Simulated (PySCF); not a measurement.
# Fractional electron number in Ge²⁺ (germanium, charge +2)

The 4s beta orbital of [Ar] 3d10 4s2 is emptied in steps (occupation f), with all orbitals relaxed, ending at [Ar] 3d10 4s1. Calculation: PySCF 2.14, in aug-pcseg-2; the non-relativistic Hamiltonian (point nucleus). The exact energy is a straight line in f; departures are measured from the line between the end points of the same method.

```json
{"f": "1", "UHF (eV)": "0.000", "LDA (eV)": "0.000", "PBE (eV)": "0.000", "PBE0 (eV)": "0.000", "r2SCAN (eV)": "0.000", "LC-wPBE (eV)": "0.000", "BHandHLYP (eV)": "0.000", "wB97X (eV)": "0.000", "CAM-B3LYP (eV)": "0.000", "BLYP (eV)": "0.000"}
{"f": "0.75", "UHF (eV)": "0.046", "LDA (eV)": "-0.958", "PBE (eV)": "-0.957", "PBE0 (eV)": "-0.696", "r2SCAN (eV)": "-0.820", "LC-wPBE (eV)": "-0.140", "BHandHLYP (eV)": "-0.485", "wB97X (eV)": "-0.228", "CAM-B3LYP (eV)": "-0.465", "BLYP (eV)": "-0.980"}
{"f": "0.5", "UHF (eV)": "0.059", "LDA (eV)": "-1.274", "PBE (eV)": "-1.282", "PBE0 (eV)": "-0.930", "r2SCAN (eV)": "-1.076", "LC-wPBE (eV)": "-0.192", "BHandHLYP (eV)": "-0.656", "wB97X (eV)": "-0.277", "CAM-B3LYP (eV)": "-0.627", "BLYP (eV)": "-1.314"}
{"f": "0.25", "UHF (eV)": "0.043", "LDA (eV)": "-0.952", "PBE (eV)": "-0.964", "PBE0 (eV)": "-0.698", "r2SCAN (eV)": "-0.799", "LC-wPBE (eV)": "-0.156", "BHandHLYP (eV)": "-0.502", "wB97X (eV)": "-0.168", "CAM-B3LYP (eV)": "-0.478", "BLYP (eV)": "-0.993"}
{"f": "0", "UHF (eV)": "0.000", "LDA (eV)": "0.000", "PBE (eV)": "0.000", "PBE0 (eV)": "0.000", "r2SCAN (eV)": "0.000", "LC-wPBE (eV)": "0.000", "BHandHLYP (eV)": "0.000", "wB97X (eV)": "0.000", "CAM-B3LYP (eV)": "0.000", "BLYP (eV)": "0.000"}
```

```csv
method,E(f=0) − E(f=1) (eV),−ε at f=1 (eV),−ε at f=0.5 (eV)
UHF,31.703,31.955,31.697
LDA,34.256,29.144,34.272
PBE,33.861,28.773,33.840
PBE0,33.504,29.796,33.497
r2SCAN,33.489,29.054,33.550
LC-wPBE,33.503,32.744,33.461
BHandHLYP,33.436,30.871,33.392
wB97X,33.735,32.461,33.884
CAM-B3LYP,33.920,31.458,33.886
BLYP,34.054,28.847,34.021
```

Orbital energy along the path (eV):

```tsv
f	UHF	LDA	PBE	PBE0	r2SCAN	LC-wPBE	BHandHLYP	wB97X	CAM-B3LYP	BLYP
1	-31.955	-29.144	-28.773	-29.796	-29.054	-32.744	-30.871	-32.461	-31.458	-28.847
0.75	-31.820	-31.707	-31.293	-31.642	-31.354	-33.128	-32.121	-33.185	-32.664	-31.422
0.5	-31.697	-34.272	-33.840	-33.497	-33.550	-33.461	-33.392	-33.884	-33.886	-34.021
0.25	-31.583	-36.814	-36.428	-35.372	-35.640	-33.863	-34.719	-34.411	-35.150	-36.664
0	-31.478	-39.301	-38.937	-37.148	-37.679	-34.367	-36.211	-33.711	-36.558	-39.408
```

As f goes to zero the orbital energy of a semilocal functional can turn back, because the density of that orbital vanishes from the exchange-correlation potential.

Reference removal energy between the ground levels: 34.058 eV (measured; NIST Atomic Spectra Database, ionization energies). UHF lacks correlation.
